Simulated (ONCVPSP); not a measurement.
# What one change does to a pseudopotential (nitrogen (N), ONCV)

```
Element                 : N
Generator               : ONCVPSP 4.0.1
Type                    : optimised norm-conserving Vanderbilt (ONCV)
Functional              : PBE
Relativity              : scalar-relativistic
Frozen core             : [He]
Valence charge          : 5
Reference configuration : 2s2 2p2 (charge +1)
Partial waves           : 2s: rc 1.00 bohr, ncon 4, nbas 8, qcut 7.2 1/bohr, 2 projectors, debl 2.6 Ha; 2p: rc 1.10 bohr, ncon 4, nbas 7, qcut 7.1 1/bohr, 3 projectors, debl 3.5 Ha; d scattering state at 0.31 Ha: rc 1.20 bohr, ncon 3, nbas 6, qcut 8.7 1/bohr, 2 projectors, debl 3.9 Ha
Local potential         : polynomial inside 0.95 bohr (lpopt 5, dvloc0 0 Ha)
Core correction         : Teter function, fcfact 1.75, rcfact 1.55
```

All-electron outer shells of the reference configuration (PBE, scalar-relativistic, ld1.x):

```
shell  level (eV)  outermost node (bohr)  outermost maximum (bohr)
   1s     -401.68                      –                      0.15
   2s      -32.46                   0.32                      0.99
   2p      -20.69                      –                      0.92
```

Change: p: rc 1.32.

Cutoffs: the cutoffs (Ha) at which the residual kinetic energy of the hardest occupied pseudo-wave falls to 1 and 0.1 mHa per electron; they do not see the model core or the augmentation charge, which bear on the density cutoff. Errors are all-electron minus pseudo energies relative to the spin-unpolarised reference configuration.

Q: Predict the effect on cutoff, ghosts and configuration errors.

A: The potential gets softer (92 Ha and 142 Ha → 28 Ha and 142 Ha); of the 4 tests that both files solve, the error grows in 3 and shrinks in 1 by more than 15 % and 0.3 meV (median size 26.4 → 35.1 meV); neither file shows a bound ghost. A larger radius leaves more room for a smooth pseudo-wave, so fewer plane waves are needed.

| quantity | base | changed |
| --- | --- | --- |
| cutoff, loose | 92 Ha | 28 Ha |
| cutoff, tight | 142 Ha | 142 Ha |
| loose cutoff by channel | s 27 Ha, p 92 Ha | s 27 Ha, p 28 Ha |
| bound ghosts | none | none |
| GHOST(+) flags under 300 eV | p at 200.0 eV | none |
| error for 2s2 2p3, meV [ΔE -13.59 eV] | +8.8 | +14 |
| error for 2s2 2p1, meV [ΔE 28.85 eV] | +34 | +56 |
| error for 2s2 2p0, meV [ΔE 75.94 eV] | +283 | +408 |
| error for 2s1 2p3, meV [ΔE 11.78 eV] | +19 | +15 |
| s: phases at 1.01 bohr within 0.05 rad from the reference energy up to (Ha; the scan ends near 5) | to the end of the scan | to the end of the scan |
| d: phases at 1.22 bohr within 0.05 rad from the reference energy up to (Ha; the scan ends near 5) | to the end of the scan | to the end of the scan |
| rms error of d²Exc/dni dnj with the model core, mHa | 1.92 | 2.05 |
